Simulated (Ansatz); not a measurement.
Total energies of C2H2BF, SMILES `BC#CF`.

```xyz
6

B     0.3457    1.1029   -0.1267
C    -0.0992   -0.3164    0.0366
C    -0.4581   -1.4610    0.1680
F    -0.8336   -2.6604    0.3054
H    -0.4006    1.9108   -0.5910
H     1.4458    1.4240    0.2078
```

The species carries charge 0 and has multiplicity 1. The structure was optimised at the PBE0-D4/def2-TZVP level. Basis def2-TZVPP, Ansatz.

RPA on PBE orbitals: Hartree–Fock energy of these orbitals -200.95545 Eh, correlation -1.01849 Eh (frozen core).

```json
{"functional": "LDA (SPW92)", "energy without D4 (Eh)": "-200.43585", "D4 term (kJ/mol)": "–"}
{"functional": "PBE", "energy without D4 (Eh)": "-201.83797", "D4 term (kJ/mol)": "-7.3"}
{"functional": "r2SCAN", "energy without D4 (Eh)": "-201.96710", "D4 term (kJ/mol)": "-1.8"}
{"functional": "B97M-V", "energy without D4 (Eh)": "-202.05268", "D4 term (kJ/mol)": "–"}
{"functional": "r2SCANh", "energy without D4 (Eh)": "-201.95597", "D4 term (kJ/mol)": "-1.8"}
{"functional": "r2SCAN0", "energy without D4 (Eh)": "-201.94023", "D4 term (kJ/mol)": "-2.0"}
{"functional": "BHLYP", "energy without D4 (Eh)": "-201.97988", "D4 term (kJ/mol)": "-8.4"}
{"functional": "CAM-B3LYP", "energy without D4 (Eh)": "-201.99195", "D4 term (kJ/mol)": "-6.1"}
{"functional": "ωB97X-V", "energy without D4 (Eh)": "-202.00852", "D4 term (kJ/mol)": "–"}
{"functional": "ωB97M-V", "energy without D4 (Eh)": "-202.00814", "D4 term (kJ/mol)": "–"}
```

Problem. Give the same for revPBE, BLYP, PBE0, B3LYP, HSE06 (plane-wave form), LC-ωPBE, B2PLYP, PBE-QIDH. (Best estimate.)

Solution. The calculation gave: 
```tsv
functional	energy without D4 (Eh)	D4 term (kJ/mol)
revPBE	-202.01674	-25.1
BLYP	-202.03564	-16.6
PBE0	-201.84485	-6.1
B3LYP	-202.08577	-11.8
HSE06 (plane-wave form)	-201.83482	-5.6
LC-ωPBE	-201.93048	–
B2PLYP	-201.93134	–
PBE-QIDH	-201.81172	–
```

B3LYP takes the VWN-RPA correlation (the form of Gaussian; ORCA's B3LYP/G). HSE06 is the plane-wave form, built on full-range PBE exchange. The double hybrids freeze the cores in their second-order part.

LC-ωPBE has ω = 0.4 bohr⁻¹.
